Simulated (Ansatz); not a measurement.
Harmonic frequencies (cm⁻¹) at PBE0-D4/def2-TZVP from Ansatz: 62, 158, 200, 231, 354, 524, 694, 757, 822, 907, 985, 1060, 1087, 1154, 1213, 1265, 1295, 1326, 1400, 1465, 2571, 2650, 2704, 2987, 3040, 3073, 3121.

Each molecule was computed in one conformer, which needn't be the lowest.

**Question.** Which molecule is it?
A. `CCBS`
B. `C[NH][GaH][InH2]`
C. `BCCS`
D. `CBCS`

**Answer.** C.
